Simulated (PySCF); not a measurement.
**A small calculation by hand: dipole moment from atomic charges**

ClF2H3Si2, SMILES [SiH3][Si](F)(F)Cl. Atoms are numbered in the order given.

```xyz
8

F     -1.3122    -0.3762    -1.3042
Si    -0.3682    -0.1338     0.0000
F     -1.3122    -0.3762     1.3042
Si     0.5548     2.0103     0.0000
Cl     1.1023    -1.5796     0.0000
H      1.4035     2.1568     1.2302
H      1.4035     2.1568    -1.2302
H     -0.5399     3.0388     0.0000
```

Coordinates come from a PBE-D3(BJ)/def2-SVP optimisation.

Charges (e) from PySCF with ωB97X/def2-TZVP:

```
atom     IAO  Mulliken
----  ------  --------
F1    -0.529    -0.302
Si2    1.351     0.767
F3    -0.529    -0.302
Si4    0.306     0.042
Cl5   -0.311    -0.196
H6    -0.096    -0.003
H7    -0.096    -0.003
H8    -0.096    -0.003
```

The dipole moment of the full density is 2.16 D.

Question: What dipole moment does each set of point charges give, and which comes closer to that of the density?

Answer: 
μ = Σ q r, and 1 e Å = 4.8032 D.
IAO: Σ q r = (0.500, 0.618, 0.000) e Å, |μ| = 3.82 D.
Mulliken: Σ q r = (0.311, 0.497, 0.000) e Å, |μ| = 2.81 D.
Mulliken comes closer in size. Point charges leave out the atoms' own dipoles (lone pairs, polarised bonds); fits to the potential absorb them, partitions of the density don't.
